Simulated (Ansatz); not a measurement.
Geometry optimisation, RKS PBE/def2-SVP in Ansatz 0.2.0.

Input:

```yaml
crystal:
  periodic: [false, false, false]
  atoms:
    - { symbol: O, position_ang: [-0.7899, 0.8751, -1.1901] }
    - { symbol: C, position_ang: [-0.5875, 0.6828, 0.1896] }
    - { symbol: Si, position_ang: [0.257, -0.9106, 0.6304] }
    - { symbol: S, position_ang: [2.2391, -0.9863, -0.4048] }
    - { symbol: H, position_ang: [-1.2543, 1.7893, -1.2933] }
    - { symbol: H, position_ang: [0.0116, 1.5449, 0.5547] }
    - { symbol: H, position_ang: [-1.5229, 0.7189, 0.7092] }
    - { symbol: H, position_ang: [-0.4811, -2.0789, 0.2487] }
    - { symbol: H, position_ang: [0.559, -0.9485, 2.1474] }
    - { symbol: H, position_ang: [2.69258, 0.0322, 0.34719] }
basis:
  gaussian: { orbitals: def2-SVP }
hamiltonian:
  xc: pbe
relax:
  f_tol: 0.015
  max_steps: 40
```

Command:

```bash
$ ansatz run input.yaml --threads 2 --pin off --max-ram 3072MiB --backend cpu --events-out ev --progress --plain --runs-dir out
```

**Question.** Where does it end, and by what steps?

**Answer.** The forces met the threshold. After 7 steps the energy has fallen by 0.329 eV; H8 moved furthest, 0.15 Å.

```json
{"step": "0", "energy less start (eV)": "0.0000", "largest force component (eV/Å)": "2.273", "accepted": "yes"}
{"step": "1", "energy less start (eV)": "-0.2921", "largest force component (eV/Å)": "0.705", "accepted": "yes"}
{"step": "2", "energy less start (eV)": "-0.3221", "largest force component (eV/Å)": "0.289", "accepted": "yes"}
{"step": "3", "energy less start (eV)": "-0.3267", "largest force component (eV/Å)": "0.167", "accepted": "yes"}
{"step": "4", "energy less start (eV)": "-0.3285", "largest force component (eV/Å)": "0.067", "accepted": "yes"}
{"step": "5", "energy less start (eV)": "-0.3288", "largest force component (eV/Å)": "0.086", "accepted": "yes"}
{"step": "6", "energy less start (eV)": "-0.3292", "largest force component (eV/Å)": "0.016", "accepted": "yes"}
{"step": "7", "energy less start (eV)": "-0.3293", "largest force component (eV/Å)": "0.010", "accepted": "yes"}
```

```xyz
10
Properties=species:S:1:pos:R:3
O -0.863 0.824 -1.175
C -0.601 0.759 0.214
Si 0.325 -0.861 0.610
S 2.251 -1.040 -0.358
H -1.302 1.674 -1.359
H 0.016 1.614 0.593
H -1.531 0.752 0.843
H -0.454 -2.041 0.106
H 0.460 -0.933 2.111
H 2.824 -0.029 0.355
```

Whether the end is a true minimum wasn't checked by a vibrational analysis.

Run time: 13 s on 2 threads of Arm Neoverse V2, on a shared host, peak memory 0.14 GiB.
